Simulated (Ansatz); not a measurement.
Mulliken charges of CH5FO2Si, SMILES `O[SiH](O)CF` from ωB97M-V/def2-TZVPP in Ansatz (PBE0-D4/def2-TZVP geometry).

```csv
atom,x (Å),y (Å),z (Å),charge (e)
O1,-1.462,-0.986,-0.201,-0.383
Si2,0.114,-0.591,-0.427,0.611
O3,1.064,-1.634,0.397,-0.388
C4,0.326,1.183,0.194,-0.108
F5,-0.759,1.942,-0.270,-0.255
H6,-2.090,-0.263,-0.258,0.188
H7,0.532,-0.707,-1.842,-0.061
H8,0.789,-1.888,1.280,0.182
H9,1.246,1.658,-0.161,0.111
H10,0.323,1.234,1.289,0.103
```

By hand: the dipole of these point charges (1 e Å = 4.8032 D).

Σ q r = (0.265, -0.011, 0.122) e Å, of length 0.292 e Å = 1.40 D.

How does the dipole of the full density compare? (Best estimate.)

The calculation gave: (0.039, 0.096, 0.323) e Å, 1.63 D; the point charges give 0.86 times that, at 61° from its direction.

Point charges leave out the atoms' own dipoles, such as those of lone pairs, and Mulliken's split depends on the basis, so the two needn't agree.
